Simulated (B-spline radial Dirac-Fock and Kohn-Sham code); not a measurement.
These are calculated numbers from a radial atomic solver; the model is the Dirac equation of a negative muon with reduced mass in the field of a spherical finite nucleus, with the Uehling potential to all orders; nuclear polarisation, deformation, hyperfine structure, self-energy, higher-order vacuum polarisation, relativistic recoil and electron screening are left out. The nuclear charge is a Fermi distribution (skin thickness 2.3 fm).

Problem. A muonic atom of atomic mass 137.91 u emits these computed lines: 2p3/2 → 1s1/2 3893 keV, 3d5/2 → 2p3/2 1184 keV, 4f7/2 → 3d5/2 418.4 keV, 5g9/2 → 4f7/2 192.8 keV. Which element is it, and what rms charge radius was used?

Solution. Cesium (Z = 55, nuclide ¹³⁸Cs); the high transitions hardly feel the nucleus and fix Z. The 2p → 1s line lies 2836 keV below the value for a point nucleus without QED, which for this nuclear model gives a radius near 4.83 fm (4.8255 fm was used).
